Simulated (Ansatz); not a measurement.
Reaction (ligand exchange at the Si–O bond): `O[SiH](O)O` + `O[SiH](F)F` → `O[SiH](O)O[SiH](F)F` + H₂O

Calculated with Ansatz (gas phase, PBE0-D4/def2-TZVP geometries, no zero-point term in ΔE). CCSD(T)/CBS adds triple-zeta CCSD(T) − MP2 to the extrapolated MP2 energy (def2 sets, frozen cores). This one scheme is used for every species. Functionals use def2-TZVPP. B3LYP here is the variant with VWN-RPA as its local correlation; programs differ in this. Each species was taken in one conformer, which may not be the lowest.

Problem. Is it downhill or uphill in electronic energy at CCSD(T)/CBS, and by how much? (Best estimate.)

Solution. Computed: Downhill: ΔE = -20.8 kJ/mol.

Problem. What do these levels give: revPBE, r2SCAN, PBE0, B3LYP, r2SCAN0, MP2/def2-SVP? (Estimate.)

Solution. The calculation gave: revPBE -8.5, r2SCAN -14.0, PBE0 -12.1, B3LYP -11.9, r2SCAN0 -15.2, MP2/def2-SVP -18.2 kJ/mol.

Largest T1 diagnostic among the species: 0.012.

Leaving LDA and LC-ωPBE aside and taking each functional with its dispersion term where it has one, the values, not all of them listed here, spread over 9.4 kJ/mol, from BHLYP-D4 to B2PLYP. From PBE to PBE0 (25 % exact exchange), in def2-TZVPP and without D4, ΔE moves by −3.0 kJ/mol. The D4 term adds −8.7 kJ/mol with B3LYP and −5.2 kJ/mol with PBE0; it sums over pairs of atoms, weighted by their polarisabilities, and B3LYP, whose exchange is more repulsive, gets the larger term.
